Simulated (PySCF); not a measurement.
# How methods differ on the excitation energy of Sr

Sr [Kr] 5s2 (1S) → Sr [Kr] 5s1 6s1, s spin flipped, as a difference of total energies. Calculation: PySCF 2.14, in aug-cc-pVDZ-X2C (7s6p4d, 45 functions); the spin-free X2C one-electron Hamiltonian (Gaussian nucleus). Correlated levels: valence: [Kr] frozen. The calculations carry no spin-orbit coupling.

```csv
method,excitation energy (eV)
UHF,0.000
MP2 (valence),0.000
SCS-MP2 (valence),0.000
```

The upper determinant mixes two multiplicities, so it lies between the two terms.

The promoted electron is Rydberg-like, and one or two diffuse shells describe it only roughly, which tends to raise the upper state.
